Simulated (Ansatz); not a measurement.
Input file for Ansatz (an electronic-structure program): R-CCSD(T)/cc-pV(D+d)Z on CH5AlFN (SMILES [CH3][Al]([NH2])[F]), a point of a torsion scan. Files ending in .json are basis or fitting sets from the Basis Set Exchange.

Ansatz 0.2 input:
```yaml
crystal:
  periodic: [false, false, false]
  atoms:
    - {symbol: C, position_ang: [-1.50507843, -0.26050566, 0.12728283]}
    - {symbol: Al, position_ang: [0.27757787, 0.51678803, -0.26254913]}
    - {symbol: N, position_ang: [1.64689203, -0.32338834, -1.02044967]}
    - {symbol: F, position_ang: [0.55842609, 2.09889641, 0.14148962]}
    - {symbol: H, position_ang: [-1.99900107, -0.60860287, -0.78118511]}
    - {symbol: H, position_ang: [-1.43097831, -1.12298066, 0.79138149]}
    - {symbol: H, position_ang: [-2.16115625, 0.47173585, 0.60346107]}
    - {symbol: H, position_ang: [1.67669954, -1.28075128, -1.33819288]}
    - {symbol: H, position_ang: [2.54383817, 0.10870734, -1.20166544]}
basis:
  gaussian:
    orbitals: cc-pV_D+d_Z.json
magnetization: {spin_polarized: false}
correlation: {method: ccsd_t, electrons: outside_noble_gas}
scf: {lower_state_search: off}
```

Question: Give the final energy of this run.

Answer: -437.3413 hartree (reference determinant -436.7243, T1 diagnostic 0.012).
